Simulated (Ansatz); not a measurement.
Computed with Ansatz on PBE0-D4/def2-TZVP structures; ΔE is electronic, products minus reactants. CBS: MP2 limit from def2 TZ/QZ plus the TZ coupled-cluster correction, frozen cores. This one scheme is used for every species. Functionals use def2-TZVPP. def2 core potentials past Kr. For In outer-core shells are correlated without core-valence functions, which leaves a few kJ/mol of doubt a bond. Each species was taken in one conformer, which may not be the lowest.

`C=CC(N)=O` + `[OH][InH2]` → `C=C[O][InH2]` + `NC=O`  (substitution at a C–C bond)

| level | ΔE (kJ/mol) |
| --- | --- |
| LDA (SPW92) | 35.5 |
| PBE-D4 | 34.5 |
| PBE0-D4 | 38.3 |
| ωB97X-V | 39.7 |
| BLYP | 32.4 |
| r2SCAN | 37.8 |
| HF/def2-TZVPP | 37.9 |
| HF/CBS(def2) | 37.4 |

Task: What does CCSD(T)/CBS give? (An estimate is asked.)

Result: Ansatz gave: +45.7 kJ/mol. The listed levels differ from it by -10.2, -11.2, -7.4, -6.0, -13.3, -7.9, -7.8, -8.3 kJ/mol.

Largest T1 diagnostic among the species: 0.017.

At CCSD(T), def2-SVP lies −14.8 kJ/mol from the extrapolated value and def2-TZVPP −2.6 kJ/mol. In def2-TZVPP, CCSD(T) changes the Hartree–Fock value by +5.2 kJ/mol (the triples alone add −0.1 kJ/mol) and MP2 by +7.9 kJ/mol.
